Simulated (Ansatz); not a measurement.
SnH2MeBr (CH5BrSn) was relaxed with PBE-D4 (def2-SVP) in Ansatz in these states: charge +1 doublet, neutral singlet. The geometries follow in no particular order.

In the def2 sets Sn takes a core potential; there is no spin–orbit coupling.

A:

Cartesian coordinates in Å:
```
Sn 0.802 -0.623 0.504
H 0.491 -0.626 2.187
H 2.290 -0.301 -0.281
C -0.720 0.913 -0.404
H -0.268 1.810 0.065
H -1.702 0.605 -0.006
H -0.587 0.823 -1.497
Br -0.307 -2.600 -0.568
```

B:

```xyz
8

Sn   -0.132    0.958    0.031
H    -1.685    1.532   -0.466
H     1.143    1.929   -0.619
C     0.144   -1.154   -0.328
H     0.061   -1.361   -1.412
H    -0.634   -1.719    0.219
H     1.144   -1.458    0.034
Br   -0.041    1.273    2.541
```

Judge from the bond lengths which geometry belongs to which state (an estimate).

A is the charge +1 doublet (Sn1–C4 2.345 Å, Sn1–Br8 2.507 Å, Sn1–H3 1.712 Å); B is the neutral singlet (Sn1–C4 2.161 Å, Sn1–Br8 2.531 Å, Sn1–H3 1.729 Å).
